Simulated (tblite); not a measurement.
What does the GFN2-xTB structure of `C[SiH2]C1=CC=C(C(C)=S)O1` look like in three dimensions?

```xyz
20
C7H10OSSi angstrom
C     -2.7328   -1.5156   -0.2869
Si    -2.1979   -0.4304    1.1742
C     -0.7234    0.6001    0.6195
C     -0.4606    1.9529    0.6300
C      0.8147    2.1262    0.0843
C      1.2741    0.8583   -0.2351
C      2.4997    0.4296   -0.8199
C      2.6900   -1.0364   -1.0244
S      3.6493    1.5170   -1.2542
O      0.3284   -0.0551    0.0976
H     -3.5673   -2.1548   -0.0144
H     -3.0432   -0.9133   -1.1370
H     -1.9198   -2.1567   -0.6178
H     -3.2494    0.5097    1.5695
H     -1.7800   -1.2611    2.3097
H     -1.1183    2.7171    0.9907
H      1.3508    3.0404   -0.0676
H      2.6141   -1.5582   -0.0701
H      3.6609   -1.2328   -1.4702
H      1.9057   -1.4261   -1.6741
```

Any rigid rotation of these coordinates is as good. Atoms count from 1 in this order. Of the pairs four or more bonds apart, S9···H17 is among the closest relative to their van der Waals radii: 3.00 Å, 100 % of the sum of Bondi's values. The C–C distances run from 1.378 Å (C3–C4, aromatic) to 1.492 Å (C7–C8, drawn single), a spread of 0.114 Å. O10 (furan-type oxygen) is bent (angle 108.2°). The 5-membered ring C3–C4–C5–C6–O10 has internal angles of 106.2° to 109.4°; it is planar, 0.00 Å rms from its mean plane, widest ring torsion 0°.

Bonds between heavy atoms (Å): C1–Si2 1.897, Si2–C3 1.882, C3–C4 1.378, C4–C5 1.398, C5–C6 1.386, C6–C7 1.424, C7–C8 1.492, C7=S9 1.641, C6–O10 1.356, C3–O10 1.345.

Structure optimised with GFN2-xTB, isolated species.

Point group: C1 (no symmetry element, even within 0.4 Å). Its lowest GFN2-xTB frequency is 14 cm⁻¹, too small to tell a flat minimum from a shallow saddle. The numbers are those of one conformer (C1–Si2–C3–C4 126°, C5–C6–C7–C8 179°).

The numbers are calculated, not measured.
